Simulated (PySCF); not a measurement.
Compound: C7H11O (doublet state).
Z-matrix (Å and degrees, GFN2-xTB geometry), rows numbered from 1:
```
C 
C   1  1.4748
C   2  1.5336  1  112.04
C   3  1.5302  2  110.48  1   -65.81
C   4  1.5100  3  111.04  2   -55.58
O   5  1.2054  4  123.19  3  -127.65
C   5  1.5100  4  113.60  3    52.95
C   7  1.5303  5  111.04  4   -52.97
H   1  1.0724  2  120.53  3   -32.72
H   1  1.0724  2  120.46  3   156.13
H   2  1.1068  1  108.79  3   118.29
H   3  1.0920  2  109.51  1   173.62
H   3  1.0916  2  110.01  1    55.17
H   4  1.0910  3  110.87  2  -177.50
H   4  1.0932  3  108.78  2    62.88
H   7  1.0932  5  107.77  4    66.07
H   7  1.0910  5  109.49  4  -175.71
H   8  1.0916  2  110.01  1   -55.14
H   8  1.0919  2  109.53  1  -173.59
```

The hyperfine couplings belong to this conformer and change with its torsions.

As a line formula: `[CH2]C1CCC(=O)CC1` [radical].

Theory: UKS B3LYP, pcH-1 on C H O, non-relativistic, mean-field spin-orbit, GIAO in PySCF 2.14.0. One conformer (not necessarily the lowest) at the GFN2-xTB geometry, without solvent, vibrations or thermal averaging. The geometry wasn't refined by DFT: couplings that depend on bond lengths, twists or pyramidal angles can differ widely from those at the functional's own minimum. No stability test was run, so a lower SCF solution isn't excluded.

(1) What is the g tensor, term by term?

(2) What are the electron Larmor frequencies g μB B/h along the three axes at 3350 mT?

(3) What effective moment and Curie constant follow for a powder?

(4) How much does each term add to the isotropic shift?

(5) In a frozen sample, at which fields do the three g values resonate at 9.5, 34, 94 and 263 GHz (hyperfine left aside), and which band first spreads them over more than twice a line width of 0.3 mT?

## Answers

(1) 
```csv
Δg (ppm),1,2,3
relativistic mass correction,-137,-137,-137
gauge correction,11,42,27
orbital Zeeman/spin–orbit,89,504,811
total,-37,409,700
```

So g = 2.00228, 2.00273, 2.00302 and g_iso = 2.00268; the tensor is rhombic: the two nearest values differ by 40 % of g3 − g1. Axes: g2 points within 10° of the C1–C2 bond.

(2) 93.8818, 93.9027, 93.9164 GHz for g1, g2 and g3, a range of 34.6 MHz.

(3) With the mean of g² = 4.0107 and S(S+1) = 0.75: μ_eff = √(⟨g²⟩S(S+1)) = 1.734 μB and χT = 0.12505·⟨g²⟩·S(S+1) = 0.376 cm³ K/mol (cgs; spin-Hamiltonian part alone).

(4) The orbital-Zeeman/spin–orbit term 468, the mass correction -137 and the gauge correction 27 ppm, for a total of 357 ppm. The orbital-Zeeman/spin–orbit term is the largest in size. The mass correction is the same along every axis, so the anisotropy comes from the other two: their spans along these axes are 32 (gauge) and 722 ppm (orbital Zeeman/spin–orbit).

(5) 
```csv
band,GHz,B(g3) mT,B(g2) mT,B(g1) mT,spread mT
X,9.5,338.87,338.91,338.99,0.12
Q,34.0,1212.78,1212.96,1213.23,0.45
W,94.0,3352.98,3353.47,3354.22,1.23
J,263.0,9381.21,9382.58,9384.67,3.45
```

The spread grows in proportion to the frequency. W band is the first where it exceeds 0.6 mT.

The largest Mulliken spin populations are on C1 (+1.07), C2 (-0.08) and H11 (+0.06). C1 is the only atom above +0.15. The angles at C1 add up to 359.4°, so it is planar; its axial dipolar tensor and the negative couplings of its protons fit spin in a p orbital normal to that plane.

The HOMO–LUMO gaps are 5.42 eV among the α and 4.69 eV among the β orbitals.
